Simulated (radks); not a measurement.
Charge is removed step by step from the 4s down level of neutral palladium, starting from [Ar] 3d10 4s(up 1, down 1) 4p6 4d10. All-electron calculation, scalar-relativistic Kohn-Sham, LDA (Slater exchange, Perdew-Wang correlation), spin-polarised, spherical densities, finite nucleus; Fermi nuclear charge, rms radius 4.5318 fm. Program: a radial shooting solver on a logarithmic mesh with Libxc functionals.

removed (e)  E - E(0) (eV)  eigenvalue (eV)  E minus straight line (eV)
0                    0.000          -85.431                       0.000
0.1                  8.594          -86.519                      -0.545
0.2                 17.299          -87.652                      -0.979
0.3                 26.119          -88.824                      -1.297
0.4                 35.058          -90.035                      -1.496
0.5                 44.121          -91.281                      -1.573
0.6                 53.309          -92.559                      -1.523
0.7                 62.627          -93.869                      -1.344
0.8                 72.077          -95.209                      -1.032
0.9                 81.663          -96.577                      -0.585
1                   91.387          -97.971                       0.000

Removing the whole electron costs 91.387 eV by Delta-SCF, against 85.431 eV from minus the eigenvalue at the starting occupation. Slater's transition state (half an electron removed) gives 91.281 eV. Integrating minus the eigenvalue over the occupation (Janak's theorem) gives 91.420 eV. In this scalar-relativistic scheme the density is built from large components alone, so the theorem holds only approximately. The mean slope of the eigenvalue, de/dn, is 12.5 eV per electron.
